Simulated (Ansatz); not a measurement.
[InBrH3]- (InH3Br⁻), 5 atoms. Hardware: 4 threads of Arm Neoverse V1 on a shared host.

In the def2 sets In takes a core potential; there is no spin–orbit coupling. Correlated methods freeze 13 core orbitals; core or outer-core shells of In, Br are correlated, in sets that lack core-valence functions.

Task: How many basis functions does each of these Ansatz runs have, and roughly what does it cost? CCSD(T)/def2-TZVPPD, charge -1 singlet, energy, from earlier orbitals; PBE0-D4/def2-TZVPD, charge -1 singlet, energy and forces, from earlier orbitals; r2SCAN-D4/def2-TZVPD, charge 0 doublet at the geometry of the charge -1 singlet, energy, from earlier orbitals; PBE-D4/def2-SVPD, charge -1 singlet, energy, from earlier orbitals; PBE-QIDH/def2-TZVPD, charge -1 singlet, energy, from earlier orbitals; LC-ωPBE/def2-TZVPD, charge -1 singlet, energy, from earlier orbitals; ωB97X-V/def2-TZVPD, charge -1 singlet, energy, from earlier orbitals; RPA@PBE/def2-TZVPD, charge -1 singlet, energy, from earlier orbitals; CAM-B3LYP-D4/def2-TZVPD, charge -1 singlet, energy, from earlier orbitals; MP2/def2-TZVPD, charge -1 singlet, energy, from earlier orbitals; PBE0-D4/def2-TZVPD, charge -1 triplet at the geometry of the charge -1 singlet, energy; PBE0-D4/def2-SVP, charge 0 doublet at the geometry of the charge -1 singlet, energy with a search over starts.

Result: Other jobs shared the machine, so times can vary by a factor of up to 3. A dash marks memory too small to be measured apart from the calling script's.

```
                                                                                                           run  functions  fitting or Cholesky vectors  wall time  peak host memory (GiB)
                                            PBE-D4/def2-SVPD, charge -1 singlet, energy, from earlier orbitals         97                          984     0.65 s                       –
                                              MP2/def2-TZVPD, charge -1 singlet, energy, from earlier orbitals        140                         1100      1.1 s                       –
                                          LC-ωPBE/def2-TZVPD, charge -1 singlet, energy, from earlier orbitals        140                         1004      1.2 s                       –
                               PBE0-D4/def2-TZVPD, charge -1 singlet, energy and forces, from earlier orbitals        140                         1138      1.7 s                       –
                                     CAM-B3LYP-D4/def2-TZVPD, charge -1 singlet, energy, from earlier orbitals        140                         1115      1.8 s                       –
                                          RPA@PBE/def2-TZVPD, charge -1 singlet, energy, from earlier orbitals        140                         1100      2.1 s                       –
                                         PBE-QIDH/def2-TZVPD, charge -1 singlet, energy, from earlier orbitals        140                         1100      2.4 s                       –
                                          ωB97X-V/def2-TZVPD, charge -1 singlet, energy, from earlier orbitals        140                         1102      3.7 s                       –
                        PBE0-D4/def2-TZVPD, charge -1 triplet at the geometry of the charge -1 singlet, energy        140                         1138        8 s                    0.68
 PBE0-D4/def2-SVP, charge 0 doublet at the geometry of the charge -1 singlet, energy with a search over starts         73                          795        8 s                       –
r2SCAN-D4/def2-TZVPD, charge 0 doublet at the geometry of the charge -1 singlet, energy, from earlier orbitals        140                         1004        9 s                       –
                                         CCSD(T)/def2-TZVPPD, charge -1 singlet, energy, from earlier orbitals        164                         1124       28 s                     1.4
```
